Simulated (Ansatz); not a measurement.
A geometry relaxed with r2SCAN-D4/def2-SVP run with Ansatz (a first-principles code), charge 0, multiplicity 1:

```xyz
21

H      3.6603    -1.2524    -0.2549
H      2.6515    -1.0588     1.2077
H     -0.1542    -2.1317    -2.2455
H     -1.3102     2.2595    -1.6702
H     -1.5025    -2.7096    -1.2163
O     -0.2886     1.9503     0.1480
H     -1.1867     0.9315     2.7083
H     -0.9226     3.7022    -0.6891
C     -1.1851    -1.9105    -1.9133
H      3.2869     0.3833     0.3545
H     -2.1517    -0.5605     2.4765
H      0.3675     2.8867    -1.6149
H     -1.8451    -1.9522    -2.7960
Sn    -0.0001     0.0001    -0.0001
H     -0.8923    -0.4979     3.7400
C     -1.1430    -0.1730     2.7162
O      1.7528    -0.6396    -0.6530
O     -1.3135    -0.6206    -1.3412
C     -0.5470     2.7177    -1.0147
O     -0.1515    -0.6904     1.8462
C      2.8752    -0.6341     0.2118
```

Q: Write the SMILES of this molecule.

A: `C[O][Sn]([O]C)([O]C)[O]C`
